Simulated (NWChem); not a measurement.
System: CH3ClO2Si; SMILES Cl[SiH]1OCO1

```xyz
8

Cl    -0.2665    -1.8929     0.0000
Si     0.5846    -0.0221     0.0000
O     -0.0503     1.0579    -1.1133
C     -0.5318     1.8420     0.0000
O     -0.0503     1.0579     1.1133
H      2.0440    -0.2233     0.0000
H     -0.0770     2.8370     0.0000
H     -1.6249     1.8958     0.0000
```
Atoms are numbered in this order, from 1.

Results from NWChem. Medium grid unless said otherwise, to which SCAN and Minnesota functionals are sensitive. Structure relaxed at the B3LYP/6-31G* (spherical d) level. Hybrids' shares of exact exchange are those that their runs print; pure functionals count as 0. The functionals differ in more than this share.

```csv
row,share of exact exchange,orbital gap (eV)
PBE/def2-TZVP,0.00,5.71
BLYP/def2-TZVP,0.00,5.78
TPSSh/def2-TZVP,0.10,7.05
B3LYP/def2-TZVP,0.20,withheld
M06-2X/def2-TZVP,0.54,10.56
```

Question: Fit a straight line of the last column on the one before it, predict the withheld value, and compare with the run.

Answer: 
1. Means of the 4 shown rows: x = 0.160, y = 7.275. Slope Σ(x − x̄)(y − ȳ)/Σ(x − x̄)² = 1.751/0.1992 = 8.792; intercept 5.868.
2. The shown rows scatter about the line by 0.179 (root mean square); the largest residual is +0.30, at TPSSh/def2-TZVP.
3. At x = 0.20 (B3LYP/def2-TZVP; inside the shown range) the line gives 7.63.
4. The run gives 7.75, +0.12 from the line, 0.7 times the scatter.
